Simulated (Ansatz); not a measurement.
Ansatz (a quantum-chemistry and plane-wave program) input (CAM-B3LYP/def2-TZVPD):

Ansatz 0.2 input:
```yaml
crystal:
  periodic: [false, false, false]
  atoms:
    - {symbol: Sb, position_ang: [0.28375404, 0.11655380, 0.10060683]}
    - {symbol: F, position_ang: [-0.91931721, 0.71699329, -1.17294688]}
    - {symbol: F, position_ang: [-0.68862232, -1.37746481, 0.60284152]}
basis:
  gaussian:
    orbitals: def2-TZVPD
hamiltonian:
  xc: {name: CAM-B3LYP}
total_charge: 2
magnetization: {spin_polarized: true, initial_magnetization: 1}
```

Output:

```
Functional definition: CAM-B3LYP
integrals: 0.06 GiB planned
877 factors; their error is unknown
integrals: 0.09 GiB planned
227 factors; integrals over basis functions are off by at most 2.4e-5 eV
mean field: 0.72 GiB planned
mean field evaluation 1: about -11907.9817 eV, gradient 1.1e2 eV
mean field evaluation 2: about -11670.0011 eV, gradient 2.5e2 eV
mean field evaluation 4: about -11944.2388 eV, gradient 9.5e0 eV
mean field evaluation 8: about -11944.6023 eV, gradient 2.8e-1 eV
mean field evaluation 16: about -11944.7342 eV, gradient 4.4e-3 eV
mean field evaluation 32: about -11943.9222 eV, gradient 7.4e0 eV
mean field -11944.73424572 eV, -438.9608870987 hartree, gradient 3.6e-5 eV, S^2 0.768939; 2 other end points of the search recorded, 0 dependent functions left out
reference -11944.73433485 eV, -438.9608903740 hartree; 20, 19 occupied and 116, 117 virtual orbitals, 877 factors
Total energy: -11944.73433485 eV, -438.9608903740 hartree
```

This state (charge 2, doublet) is run at the relaxed geometry of the species with charge 1 and multiplicity 1.
